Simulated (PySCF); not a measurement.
Compound: C5H8Si.
Geometry (PBE0-D3(BJ)/def2-SVP, Å), atoms numbered from 1 in this order:
```
atom  x, y, z in Å
C1     3.2213    0.8129    0.4057
C2     2.2861    0.0439    0.3555
C3     1.1350   -0.8383    0.3222
Si4   -0.4270    0.0065    0.9730
C5    -2.0760   -0.5537    0.3297
C6    -1.5903    0.8035   -0.2291
H7     4.0566    1.4865    0.4487
H8     0.9223   -1.1700   -0.7086
H9     1.3283   -1.7491    0.9147
H10   -0.3114    0.5399    2.3525
H11   -2.9530   -0.5281    0.9862
H12   -2.1210   -1.3856   -0.3828
H13   -1.3241    0.8284   -1.2921
H14   -2.1578    1.6901    0.0746
```

Jobs on this species (14 atoms, 52 electrons) with PySCF (density fitting). Hardware of each: Arm Neoverse V1, one thread (shared host). Other jobs ran on the host; a repeat could differ by tens of per cent or more. Peak memory is the resident size of the whole Python process, interpreter and libraries included.

**Question.** Rank these jobs by wall time, shortest first.
A. OPBE/pcSseg-1; shieldings, ring-centre shieldings; 149 basis functions
B. PBE0/6-31G*; shieldings, ring-centre shieldings, charges and field gradients; 104 basis functions
C. B3LYP/def2-TZVP; spin–spin couplings from 14 perturbed nuclei, spin–dipole term for 1 of them; 240 basis functions
D. PBE0/STO-3G; shieldings, ring-centre shieldings, charges and field gradients; 42 basis functions

**Answer.** D (3.6 s), B (9.8 s), A (22 s), C (51 s).

All jobs:

| level and settings | work | basis functions | SCF cycles | wall time | peak memory |
| --- | --- | --- | --- | --- | --- |
| PBE0/STO-3G | shieldings, ring-centre shieldings, charges and field gradients | 42 | 12 | 3.6 s | 0.43 GiB |
| PBE0/6-31G* | shieldings, ring-centre shieldings, charges and field gradients | 104 | 14 | 9.8 s | 0.58 GiB |
| PBE0/cc-pVDZ | shieldings, ring-centre shieldings, charges and field gradients | 128 | 14 | 13 s | 0.72 GiB |
| LDA/pcSseg-1 | shieldings, ring-centre shieldings | 149 | 15 | 18 s | 0.86 GiB |
| OPBE/pcSseg-1 | shieldings, ring-centre shieldings | 149 | 16 | 22 s | 0.80 GiB |
| PBE0-D3(BJ)/def2-SVP, grid level 1 | geometry optimisation from a GFN2-xTB start shaken at random | 128 | 41 | 40 s | 0.53 GiB |
| PBE0/IGLO-III | shieldings, ring-centre shieldings, charges and field gradients | 299 | 14 | 45 s | 1.1 GiB |
| B3LYP/def2-TZVP | spin–spin couplings from 14 perturbed nuclei, spin–dipole term for 1 of them | 240 | 14 | 51 s | 0.91 GiB |
| B3LYP/cc-pVTZ | spin–spin couplings from 14 perturbed nuclei, spin–dipole term for 1 of them | 296 | 14 | 69 s | 1.1 GiB |

**Question.** What do all jobs in the table cost together?

**Answer.** About 4.5 min; the longest takes about 25 % of that, and about 19 times as long as the shortest.
